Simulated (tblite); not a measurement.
Species: C5H5F6P.
SMILES with atom numbers: `[CH2:1]=[C:2]([CH3:3])[P:4]([C:5]([F:6])([F:7])[F:8])[C:9]([F:10])([F:11])[F:12]` (hydrogens: H13, H14 on C1; H15, H16, H17 on C3)

Structure optimised with GFN2-xTB, isolated species.

Task: List the bond lengths, angles and torsions at this level.

Result: 
| bond | length (pm) | order |
| --- | --- | --- |
| C1=C2 | 132.7 | double |
| C2–C3 | 150.0 | single |
| C2–P4 | 183.4 | single |
| P4–C5, P4–C9 | 190.4 | single |
| C5–F6 and 5 like bonds | 133.7 | single |
| C1–H13 | 107.8 | single |
| C1–H14 | 107.5 | single |
| C3–H15, C3–H16, C3–H17 | 108.9 | single |

Bonds in one row agree within 1 pm and their mean is given. Orders are formal, as drawn. A selection of angles:
| angle | degrees |
| --- | --- |
| C1–C2–C3 | 123.5 |
| C1–C2–P4 | 122.6 |
| C3–C2–P4 | 113.6 |
| C2–P4–C5 | 100.2 |
| C2–P4–C9 | 97.3 |
| C5–P4–C9 | 93.8 |
| P4–C5–F6 | 110.4 |
| P4–C5–F8 | 115.1 |
| F6–C5–F7 | 106.8 |
| P4–C9–F11 | 111.3 |

Torsions: C1–C2–P4–C5 34° (synclinal); C2–P4–C5–F6 164° (antiperiplanar); C2–P4–C9–F10 -38° (synclinal). The mirror-image conformer, all signs reversed, is as good.

Of the pairs four or more bonds apart, F7···H14 is among the closest relative to their van der Waals radii: 2.37 Å, 89 % of the sum of Bondi's values. The 3 C–P bonds span 1.834 Å (C2–P4, drawn single) to 1.906 Å (P4–C9, drawn single), a spread of 0.072 Å. P4 (phosphine phosphorus) is pyramidal (angles 100.2°, 97.3° and 93.8°, sum 291.3°, 0.94 Å off the plane of its three neighbours). The 2 C–C bonds span 1.327 Å (C1=C2, drawn double) to 1.500 Å (C2–C3, drawn single), a spread of 0.173 Å.

Point group: C1 (no symmetry element, even within 0.4 Å). Its GFN2-xTB frequencies are all real (lowest 24 cm⁻¹). The numbers are those of one conformer. 3 starts were optimised and ended at 0.00, 0.01 and 1.32 kcal/mol (GFN2-xTB); the lowest of these is shown.

These are computed values.
